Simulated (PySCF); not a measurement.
Pb(H)(F), HFPb, SMILES [F][PbH], PBE0/def2-SVP optimised geometry. Atoms within 1.6 Å of the plane z = 0.6 Å (x, y, z in Å): Pb1 (-0.97, -0.93, 0.00), H2 (-1.10, 0.93, 0.00), F3 (1.10, -0.93, 0.00).

Level of theory: PySCF 2.14.0 with PBE0/def2-TZVP, def2 effective core potentials past Kr. The core electrons that the potentials of Pb replace are not part of the density.

Map of the electrostatic potential (hartree/e), clipped to [-0.08, 0.12] on the plane z = 0.6 Å:

```
|---------------------------|
|---------------------------|
|---------------------------|
|=--------------------------|
|=--------::::::::::--------|
|=-------:::::::::::::::----|
|==---------:::::::::::::::-|
|===-----==--:::::::::::::::|
|===----=**+=-::::::::::::::|
|=======+%@%+--:::::.:::::::|
|======+*@@@*==-::......::::|
|++++++*#@@@%*+=-:.......:::|
|+++**#@@@@@@@%+-:.    ...::|
|++*#%@@@@@@@@@#=:.     ..::|
|+**#@@@@@@@@@@@+=-:    ...:|
|+*#%@@@@@@@@@@@%@@%:    ..:|
|+*#%@@@@@@@@@@@@@@@+    ..:|
|+*#%@@@@@@@@@@@@@@@+    ..:|
|+**#@@@@@@@@@@@%@@#:    ..:|
|++*#%@@@@@@@@@@+=-.    ...:|
|+++*#@@@@@@@@@#=:.     ..::|
|++++*#%@@@@@@%*-:.   ...:::|
|+++++**#%%@%#*+-::.....::::|
|++++++++*****+=--:::.::::::|
|====+++++++++==--::::::::::|
|===============----:::::::-|
|===============------------|
```
Scale: ten equal steps from -0.080 (start of ' ') to 0.120 (end of '@'), in the order ' .:-=+*#%@'; x runs from -3.50 to 3.50, y from -3.50 (bottom) to 3.50 (top).
